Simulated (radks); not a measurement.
Q: Valence configurations of Er2+ (all share [Xe]). All-electron calculation, scalar-relativistic Kohn-Sham, PBEsol, spin-polarised, spherical densities, point nucleus; open shells are filled with parallel spins first (spin-orbit coupling, left out, can overturn this in heavy ions). Program: a radial shooting solver on a logarithmic mesh with Libxc functionals. Order these by energy: 4f11 6s1; 4f10.5 6s0.5 6p1; 4f9.5 5d0.5 6p2; 4f11 5d1; 4f11.5 6p0.5; 4f11.5 6s0.5; 4f10 6p2; 4f11.5 5d0.5; 4f10.5 6s1 6p0.5; 4f12.

A: From the lowest, in eV above it: 4f12 0.000; 4f11.5 6s0.5 1.609; 4f11.5 5d0.5 2.014; 4f11.5 6p0.5 3.981; 4f11 6s1 4.651; 4f11 5d1 4.950; 4f10.5 6s1 6p0.5 12.052; 4f10.5 6s0.5 6p1 14.746; 4f10 6p2 27.332; 4f9.5 5d0.5 6p2 35.169. NIST lists [Xe] 4f12 as the ground configuration; this level of theory agrees among the configurations tried. The energies are those of spherical high-spin densities, not of single terms.
